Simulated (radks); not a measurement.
The gallium ion Ga2+ inside a hard spherical wall (all orbitals vanish at R), configuration held at [Ar] 3d10 4s1 and not refilled when levels cross. Calculated with a radial shooting solver on a logarithmic mesh with Libxc functionals: non-relativistic Kohn-Sham, r2SCAN, spin-unpolarised, spherical densities, point nucleus; meta-GGA in the generalised Kohn-Sham scheme. Eigenvalues in eV, with the zero of energy where the potential of the charges vanishes at infinity; a dash marks a level that is unbound or too diffuse for the functional's potential to be trusted. A positive occupied level is held by the wall or, in an anion where self-interaction has pushed it up, behind a barrier. The pressure on the wall is -dE/dV.

R (bohr),E (hartree),kinetic (hartree),e(3s),e(3p),e(3d),e(4s),"e(4p, empty)","e(4d, empty)",pressure (GPa)
free,-1923.84812,1922.596,-168.18,-120.93,-40.414,-25.438,-17.134,-,0
20,-1923.84812,1922.596,-168.18,-120.93,-40.414,-25.438,-17.134,-,< 0.0001
7,-1923.84805,1922.597,-168.17,-120.93,-40.410,-25.434,-17.115,-5.688,0.00771
4,-1923.80858,1922.862,-167.40,-120.16,-39.668,-24.009,-14.389,1.676,11.2
2.5,-1923.03544,1926.271,-160.91,-113.76,-33.178,-5.457,9.943,38.611,676
2,-1921.18074,1933.620,-151.15,-104.01,-22.431,28.235,48.397,83.902,4020
1.5,-1912.68147,1965.040,-121.76,-73.432,12.489,142.96,168.05,203.07,37200
